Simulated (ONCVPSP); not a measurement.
**Logarithmic derivatives: Ge, ONCV**

```json
{
 "Element": "germanium (Ge)",
 "Generator": "ONCVPSP 4.0.1",
 "Type": "optimised norm-conserving Vanderbilt (ONCV)",
 "Functional": "PBE",
 "Relativity": "fully relativistic",
 "Frozen core": "[Ar]",
 "Valence charge": "14",
 "Reference configuration": "3d10 4s2 4p2",
 "Partial waves": "4s: rc 1.60 bohr, ncon 3, nbas 6, qcut 3.5 1/bohr, 1 projector; 4p: rc 2.10 bohr, ncon 5, nbas 9, qcut 3.5 1/bohr, 1 projector; 3d: rc 0.85 bohr, ncon 4, nbas 8, qcut 15.5 1/bohr, 2 projectors, debl 2.9 Ha",
 "Local potential": "polynomial inside 0.80 bohr (lpopt 5, dvloc0 3 Ha)",
 "Core correction": "Teter function, fcfact 2.75, rcfact 1.05"
}
```

Open shells are filled in proportion to 2j + 1.

The phase is arctan(r·R′/R) of the radial function R(r), unwrapped; energies in Ha, scanned from -3 to 5 Ha. A pole is an energy at which the radial function vanishes at the test radius. The pseudo phase is shifted by a multiple of π to meet the all-electron one at the reference energy, and phase errors are pseudo minus all-electron; the curves can meet again beyond the range given. Levels narrower than the energy grid can be missing from the lists of poles.

For each channel, where are the poles, and over which energies does the pseudopotential scatter like the atom?

```csv
channel,radius (bohr),reference energy (Ha),"poles, all-electron","poles, pseudo",unbroken range about the reference energy with phases within 0.05 rad,phase error 1 Ha above the reference energy (rad)
s,1.62,-0.43,2.91,2.40,below 2.6,-0.009
p3/2,2.13,-0.14,1.42,"0.35, 1.64",below 0.2,-3.101
p1/2,2.13,-0.15,1.36,"0.46, 1.61",below 0.3,-3.085
d5/2,0.86,-1.07,1.77,1.77,the whole range,+0.000
d3/2,0.86,-1.09,1.72,1.72,the whole range,+0.000
```

Note: ghosts flagged at negative energy: s at -159.2 eV; GHOST(+) flagged for p3/2 at 11.6 eV, p1/2 at 14.1 eV. A true bound ghost makes a file unfit for plane-wave use.

Phases in the d3/2 channel:

| E (Ha) | all-electron | pseudo |
| --- | --- | --- |
| -2.98 | -0.092 | -0.092 |
| -2.76 | -0.241 | -0.241 |
| -2.54 | -0.390 | -0.390 |
| -2.32 | -0.534 | -0.533 |
| -2.10 | -0.666 | -0.666 |
| -1.88 | -0.786 | -0.786 |
| -1.66 | -0.891 | -0.891 |
| -1.44 | -0.983 | -0.983 |
| -1.22 | -1.064 | -1.064 |
| -1.00 | -1.133 | -1.133 |
| -0.78 | -1.194 | -1.194 |
| -0.56 | -1.248 | -1.248 |
| -0.34 | -1.295 | -1.295 |
| -0.12 | -1.337 | -1.337 |
| 0.10 | -1.375 | -1.375 |
| 0.32 | -1.409 | -1.409 |
| 0.54 | -1.440 | -1.440 |
| 0.76 | -1.469 | -1.469 |
| 0.98 | -1.495 | -1.495 |
| 1.20 | -1.519 | -1.519 |
| 1.42 | -1.542 | -1.542 |
| 1.64 | -1.564 | -1.564 |
| 1.86 | -1.584 | -1.584 |
| 2.08 | -1.604 | -1.604 |
| 2.30 | -1.623 | -1.623 |
| 2.52 | -1.641 | -1.641 |
| 2.74 | -1.659 | -1.659 |
| 2.96 | -1.676 | -1.676 |
| 3.18 | -1.693 | -1.693 |
| 3.40 | -1.710 | -1.710 |
| 3.62 | -1.727 | -1.727 |
| 3.84 | -1.744 | -1.744 |
| 4.06 | -1.761 | -1.761 |
| 4.28 | -1.779 | -1.779 |
| 4.50 | -1.797 | -1.797 |
| 4.72 | -1.815 | -1.815 |
| 4.94 | -1.834 | -1.834 |
